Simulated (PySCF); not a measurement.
## Electron correlation in Zn⁺ (zinc, charge +1)

[Ar] 3d10 4s1, 2S determinant. Computed with PySCF 2.14 in def2-SVP (5s3p2d1f, 31 functions), with no relativity, point nucleus. Frozen: [Ar]; 11 electrons correlated.

MP2 pair energies summed by pair of shells (mhartree):

```tsv
pair	energy	share (%)
3d-3d	-250.61	96.9
3d-4s	-8.07	3.1
```

Total MP2 correlation energy: -258.68 mhartree.

Same-spin part -99.33 and opposite-spin part -159.36 mhartree; SCS-MP2 scales them by 1/3 and 6/5 to -224.34 mhartree.

```json
{"level": "CCSD", "correlation energy (mhartree)": "-239.12"}
{"level": "(T)", "correlation energy (mhartree)": "-6.13"}
{"level": "CCSD(T)", "correlation energy (mhartree)": "-245.25"}
```

Diagnostics: T1 = 0.0065, D1 = 0.0101, largest double amplitude 0.029.

Q: Is a single reference adequate?

A: Yes: T1 lies below 0.03 and no double amplitude reaches 0.07.
